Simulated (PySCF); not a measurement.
# r2SCAN on B²⁺ (boron, charge +2)

Configuration: [He] 2p1, 2P determinant (an excited configuration). Computed with PySCF 2.14 in aug-cc-pVTZ-DK, with scalar relativity by spin-free X2C-1e.

```
Total energy                                                  : -23.2315 hartree
One-electron energy                                           : -27.6104 hartree
Hartree (Coulomb) energy                                      : 7.6818 hartree
Exchange-correlation energy                                   : -3.3029 hartree
⟨S²⟩                                                          : 0.7500
⟨L²⟩                                                          : 2.002
Sum of ⟨r⟩                                                    : 2.225 bohr
Sum of ⟨r²⟩                                                   : 3.281 bohr²
Traceless quadrupole moment −½Σ⟨3z² − r²⟩ along its main axis : -1.23 e·bohr²
Langevin diamagnetic susceptibility                           : -2.60 ×10⁻⁶ cm³/mol
```

```tsv
shell	electrons	mean orbital energy (hartree)	rms radius, mean of both spins (bohr)
1s α	1	-7.84788	0.380
1s β	1	-7.82952	0.380
2p α	1	-0.99454	1.73
```
